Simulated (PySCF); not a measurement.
## Cobalt: highly charged ions in a basis for the neutral atom

Co²²⁺ [He] 2s2 2p1, Co²³⁺ [He] 2s2. Computed with PySCF 2.14 in aug-cc-pVDZ, with no relativity, point nucleus. No spin-orbit coupling, so a gap to NIST mixes the basis error with missing relativistic terms.

Changed run: basis of the neutral atom used for a highly charged ion. This setting is unsound on purpose.

| species | method | sound run (hartree) | changed run (hartree) | converged |
| --- | --- | --- | --- | --- |
| Co²²⁺ | UHF | not run | -940.20049 | yes |
| Co²²⁺ | M06-2X | not run | -940.43699 | yes |
| Co²²⁺ | BP86 | not run | -940.47565 | yes |
| Co²³⁺ | UHF | not run | -868.95042 | yes |
| Co²³⁺ | M06-2X | not run | -869.18030 | yes |
| Co²³⁺ | BP86 | not run | -869.16919 | yes |

Ionisation energy of Co²²⁺:

```tsv
method	changed run (eV)	NIST (eV)
UHF	1938.8	1960.8 ± 0.8
M06-2X	1939.0	1960.8 ± 0.8
BP86	1940.3	1960.8 ± 0.8
```

The contracted functions were made for the neutral atom and can be too rigid for a highly charged ion.
